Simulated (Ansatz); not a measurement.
Compare A (`BN(C=N)CF`) with its isomer B (`N=CC(N)BF`).

Gas-phase electronic energies from Ansatz, PBE0-D4/def2-TZVP geometries. CCSD(T)/CBS is the MP2 limit (def2-TZVPP, def2-QZVPP) plus CCSD(T) − MP2 in def2-TZVPP, frozen cores. Functionals use def2-TZVPP. B3LYP here is the variant with VWN-RPA as its local correlation; programs differ in this. One conformer a species, not always the lowest.

A:

Z-matrix (Å, degrees):
```
C
F 1 1.379
N 1 1.430 2 110.9
H 1 1.089 2 108.2 3 119.6
H 1 1.094 2 107.2 3 -120.8
C 3 1.410 1 117.3 2 -73.3
B 3 1.407 1 121.8 2 107.0
N 6 1.258 3 128.6 1 7.0
H 6 1.089 3 111.8 1 -172.8
H 7 1.192 3 118.4 1 178.7
H 7 1.193 3 118.7 1 -0.7
H 8 1.019 6 113.3 3 2.9
```

B:

Z-matrix (Å, degrees):
```
C
C 1 1.509
B 1 1.573 2 107.2
N 1 1.448 2 114.6 3 126.4
H 1 1.099 2 105.8 3 -111.8
N 2 1.263 1 122.4 3 93.6
H 2 1.101 1 114.0 3 -87.0
F 3 1.323 1 119.2 2 113.2
H 3 1.196 1 122.8 2 -64.7
H 4 1.011 1 112.4 2 41.6
H 4 1.010 1 112.7 2 -82.0
H 6 1.019 2 111.2 1 -179.9
```

Which isomer does CCSD(T)/CBS put lower? Give the gap. (Best estimate.)

The calculation gave: B, by 12.7 kcal/mol.

Give E(B) − E(A) in kcal/mol with HF/def2-TZVPP, r2SCAN-D4, MP2/def2-TZVPP, PBE-D4, B2PLYP, B3LYP, CCSD(T)/def2-TZVPP. (Estimate.)

Ansatz gave: HF/def2-TZVPP -11.5, r2SCAN-D4 -11.1, MP2/def2-TZVPP -12.5, PBE-D4 -10.7, B2PLYP -11.3, B3LYP -10.9, CCSD(T)/def2-TZVPP -11.7. None reverses the order clearly.

Largest T1 diagnostic: 0.014.
